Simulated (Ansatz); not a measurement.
Reaction (formal exchange of groups at the Si–O bond): `O[SiH](O)O[SiH](O)Cl` + CH₄ → `C[Si@@H](O)O[Si@H](O)Cl` + H₂O

Program: Ansatz. Geometries: PBE0-D4/def2-TZVP. ΔE: electronic, gas phase. CCSD(T)/CBS adds triple-zeta CCSD(T) − MP2 to the extrapolated MP2 energy (def2 sets, frozen cores). This one scheme is used for every species. DFT in def2-TZVPP. B3LYP here is the variant with VWN-RPA as its local correlation; programs differ in this. Each species was taken in one conformer, which may not be the lowest.

```
             level  ΔE (kJ/mol)  difference from CCSD(T)/CBS
           PBE0-D4        108.0                         -4.6
          B3LYP-D4        117.8                          5.2
           ωB97X-V        113.2                          0.6
           ωB97M-V        113.0                          0.4
            B2PLYP        121.6                          9.0
               PBE        108.7                         -3.9
            r2SCAN        117.4                          4.8
              PBE0        111.2                         -1.4
     HF/def2-TZVPP        134.7                         22.1
    MP2/def2-TZVPP        115.0                          2.4
SCS-MP2/def2-TZVPP        118.3                          5.7
   CCSD/def2-TZVPP        116.4                          3.8
CCSD(T)/def2-TZVPP        114.0                          1.4
SCS-MP2/def2-QZVPP        118.0                          5.4
     MP2/CBS(def2)        113.6                          1.0
    CCSD/CBS(def2)        115.0                          2.4
       CCSD(T)/CBS        112.6                            0
```

Largest T1 diagnostic among the species: 0.011.

The D4 term adds −5.5 kJ/mol with B3LYP and −3.2 kJ/mol with PBE0; it sums over pairs of atoms, weighted by their polarisabilities, and B3LYP, whose exchange is more repulsive, gets the larger term. In def2-TZVPP, CCSD(T) changes the Hartree–Fock value by −20.7 kJ/mol (the triples alone add −2.4 kJ/mol) and MP2 by −19.7 kJ/mol.
